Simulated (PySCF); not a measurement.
## Correlation energy of Mo (molybdenum, neutral)

[Kr] 4d5 5s1, high-spin 7S determinant. All numbers are calculated (PySCF 2.14, scalar relativity through the core potential, in aug-cc-pVTZ-PP with ECP28MDF (6s6p5d3f2g, 88 functions)). Frozen: 4s2 4p6; 6 electrons correlated.

MP2 pair energies summed by pair of shells (mhartree):

| pair | energy | share (%) |
| --- | --- | --- |
| 4d-4d | -60.62 | 75.5 |
| 4d-5s | -19.67 | 24.5 |

Total MP2 correlation energy: -80.29 mhartree.

Same-spin part -80.29 and opposite-spin part 0.00 mhartree; SCS-MP2 scales them by 1/3 and 6/5 to -26.76 mhartree.
